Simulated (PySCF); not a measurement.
## Correlation energy of P (phosphorus, neutral)

[Ne] 3s2 3p3, high-spin 4S determinant. Computed with PySCF 2.14 in pcseg-2 (5s4p2d1f, 34 functions), with the non-relativistic Hamiltonian (point nucleus). Frozen: [Ne]; 5 electrons correlated.

MP2 pair energies summed by pair of shells (mhartree):

```tsv
pair	energy	share (%)
3s-3p	-49.35	65.6
3p-3p	-15.71	20.9
3s-3s	-10.18	13.5
```

Total MP2 correlation energy: -75.24 mhartree.

Same-spin part -19.47 and opposite-spin part -55.76 mhartree; SCS-MP2 scales them by 1/3 and 6/5 to -73.41 mhartree.

| level | correlation energy (mhartree) |
| --- | --- |
| CCSD | -92.00 |
| (T) | -2.81 |
| CCSD(T) | -94.81 |

Diagnostics: T1 = 0.0071, D1 = 0.0111, largest double amplitude 0.055.

Q: Is a single reference adequate?

A: Yes: T1 lies below 0.03 and no double amplitude reaches 0.07.
